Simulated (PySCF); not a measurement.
2-fluoropenta-1,4-diene (C₅H₇F), SMILES C(C=C)C(=C)F. Atoms are numbered in the order given.

```xyz
13

C      2.4692     0.4938     0.2582
C      1.4028    -0.2849     0.4323
C      0.0468     0.2008     0.8559
C     -1.0127    -0.1030    -0.1531
C     -2.0897    -0.8685     0.0013
F     -0.7774     0.4913    -1.3281
H      2.4170     1.5761     0.4147
H      3.4334     0.0805    -0.0484
H      1.4870    -1.3646     0.2568
H     -0.2450    -0.2662     1.8101
H      0.0795     1.2920     1.0175
H     -2.2824    -1.3561     0.9566
H     -2.7912    -1.0125    -0.8219
```
Charge 0, spin multiplicity 1.

The structure is a stationary point at PBE0-D3(BJ)/def2-SVP. The values are those of a single conformer.

The numbers are results of TDA-CAM-B3LYP/def2-SVPD in PySCF, not measurements.

Vertical excitations. Isolated molecule, no solvent.

```json
[
 {"state": "S1", "energy (eV)": "6.95", "λ (nm)": "178", "f": "0.143", "main pairs": "HOMO→LUMO 68 %, HOMO→LUMO+1 17 %"},
 {"state": "S2", "energy (eV)": "7.29", "λ (nm)": "170", "f": "0.257", "main pairs": "HOMO→LUMO+1 49 %, HOMO→LUMO 20 %, HOMO−1→LUMO 16 %"},
 {"state": "S3", "energy (eV)": "7.39", "λ (nm)": "168", "f": "0.034", "main pairs": "HOMO−1→LUMO 49 %, HOMO→LUMO+1 21 %, HOMO−1→LUMO+2 11 %"},
 {"state": "S4", "energy (eV)": "7.64", "λ (nm)": "162", "f": "0.058", "main pairs": "HOMO−1→LUMO+1 54 %, HOMO−1→LUMO+3 13 %, HOMO−1→LUMO 10 %"},
 {"state": "S5", "energy (eV)": "7.95", "λ (nm)": "156", "f": "0.441", "main pairs": "HOMO→LUMO+2 63 %, HOMO−1→LUMO+2 16 %"},
 {"state": "S6", "energy (eV)": "8.06", "λ (nm)": "154", "f": "0.199", "main pairs": "HOMO−1→LUMO+2 37 %, HOMO−1→LUMO+4 15 %, HOMO−1→LUMO 9 %, HOMO→LUMO+4 8 %"},
 {"state": "S7", "energy (eV)": "8.24", "λ (nm)": "150", "f": "0.016", "main pairs": "HOMO→LUMO+5 44 %, HOMO→LUMO+3 13 %, HOMO−1→LUMO+3 11 %, HOMO→LUMO+6 7 %"},
 {"state": "S8", "energy (eV)": "8.34", "λ (nm)": "149", "f": "0.087", "main pairs": "HOMO−1→LUMO+4 47 %, HOMO−1→LUMO+2 19 %, HOMO→LUMO+4 8 %, HOMO−1→LUMO+1 8 %"},
 {"state": "S9", "energy (eV)": "8.35", "λ (nm)": "148", "f": "0.046", "main pairs": "HOMO−1→LUMO+3 33 %, HOMO−2→LUMO 20 %, HOMO−1→LUMO+5 10 %, HOMO−1→LUMO+1 9 %"},
 {"state": "S10", "energy (eV)": "8.39", "λ (nm)": "148", "f": "0.024", "main pairs": "HOMO−2→LUMO 42 %, HOMO−2→LUMO+2 9 %, HOMO−1→LUMO+1 7 %, HOMO→LUMO+3 7 %"},
 {"state": "T1", "energy (eV)": "4.35", "λ (nm)": "285", "f": "0", "main pairs": "HOMO−1→LUMO 33 %, HOMO→LUMO 30 %, HOMO−1→LUMO+2 23 %"},
 {"state": "T2", "energy (eV)": "4.38", "λ (nm)": "283", "f": "0", "main pairs": "HOMO→LUMO+2 32 %, HOMO−1→LUMO 28 %, HOMO→LUMO 21 %, HOMO→LUMO+3 6 %"},
 {"state": "T3", "energy (eV)": "6.86", "λ (nm)": "181", "f": "0", "main pairs": "HOMO→LUMO+1 47 %, HOMO→LUMO 22 %, HOMO→LUMO+2 16 %"},
 {"state": "T4", "energy (eV)": "7.28", "λ (nm)": "170", "f": "0", "main pairs": "HOMO→LUMO+1 30 %, HOMO→LUMO+2 24 %, HOMO−1→LUMO 11 %, HOMO−2→LUMO 9 %"}
]
```
Triplets are in the Tamm–Dancoff approximation.
